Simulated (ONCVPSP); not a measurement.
**Cutoff test, Mo, ONCV**

| Property | Result |
| --- | --- |
| Element | molybdenum |
| Generator | ONCVPSP 4.0.1 |
| Type | optimised norm-conserving Vanderbilt (ONCV) |
| Functional | BLYP |
| Relativity | scalar-relativistic |
| Frozen core | [Ar] 3d10 |
| Valence charge | 14 |
| Reference configuration | 4s2 4p6 4d5 5s0.75 (charge +0.25) |
| Partial waves | 4s+5s: rc 1.60 bohr, ncon 3, nbas 6, qcut 9.5 1/bohr, 2 projectors; 4p: rc 1.95 bohr, ncon 3, nbas 8, qcut 6.5 1/bohr, 2 projectors, debl 1 Ha; 4d: rc 1.90 bohr, ncon 4, nbas 9, qcut 8.2 1/bohr, 2 projectors, debl 3.2 Ha |
| Local potential | polynomial inside 1.05 bohr (lpopt 5, dvloc0 2 Ha) |
| Core correction | Teter function, fcfact 5.5, rcfact 1.7 |

In the p channel the program set the typed energies aside and used -1.468, 0.250 Ha.

**Question.** For each optimised wave give the share of its norm inside rc, the residual kinetic energy above qcut (Ha) and the cutoffs (Ha) for errors of 10, 1, 0.1 and 0.01 mHa per electron.

**Answer.**

```csv
wave,norm inside rc,residual KE,10 mHa,1 mHa,0.1 mHa,0.01 mHa
4s,0.895,1.6e-07,19.7,25.3,30.0,33.5
5s,0.041,8.8e-09,14.8,22.1,28.3,33.0
4p,0.929,5.3e-08,9.8,12.8,15.4,17.4
p projector 2,0.121,4.6e-07,8.6,11.4,13.8,15.8
4d,0.561,5.6e-08,14.6,19.6,24.0,27.6
d projector 2,0.165,1.0e-06,17.9,22.6,26.6,30.1
```

The occupied waves need 25 Ha and 30 Ha for 1 and 0.1 mHa.
